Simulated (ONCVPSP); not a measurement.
**indium (In): ONCV pseudisation with PBE, scalar-relativistic reference atom.**

* Element: indium
* Generator: ONCVPSP 4.0.1
* Type: optimised norm-conserving Vanderbilt (ONCV)
* Functional: PBE
* Relativity: scalar-relativistic
* Frozen core: [Ar] 3d10
* Valence charge: 21
* Reference configuration: 4s2 4p6 4d10 5s2 (charge +1)
* Partial waves: 4s+5s: rc 1.65 bohr, ncon 4, nbas 9, qcut 6.6 1/bohr, 2 projectors; 4p: rc 1.35 bohr, ncon 4, nbas 7, qcut 10.8 1/bohr, 2 projectors, debl 3.5 Ha; 4d: rc 1.70 bohr, ncon 5, nbas 10, qcut 9.5 1/bohr, 1 projector
* Local potential: polynomial inside 1.30 bohr (lpopt 5, dvloc0 6 Ha)
* Core correction: Teter function, fcfact 1.75, rcfact 1.8

Poles of the logarithmic derivatives, all-electron (AE) and pseudo (PS). s: poles at -4.5, 4.4 (AE) and -4.5, 4.2 (PS) Ha. p: poles at -2.2 (AE) and -2.2 (PS) Ha. d: poles at -0.4 (AE) and -0.4 (PS) Ha. Test radii: s 1.67, p 1.37, d 1.72 bohr.

- Cutoffs needed: 34 Ha and 43 Ha (the cutoffs (Ha) at which the residual kinetic energy of the hardest occupied pseudo-wave falls to 1 and 0.1 mHa per electron)
- Ghost test: no bound ghost flagged; no localised positive-energy state flagged
- Largest excitation error: -746 meV (all-electron minus pseudo) for 4s1 4p6 4d10 5s2 5p1, out of 4 test configurations
- rms error of d²Exc/dni dnj: 5.31 mHa without and 2.22 mHa with the model core
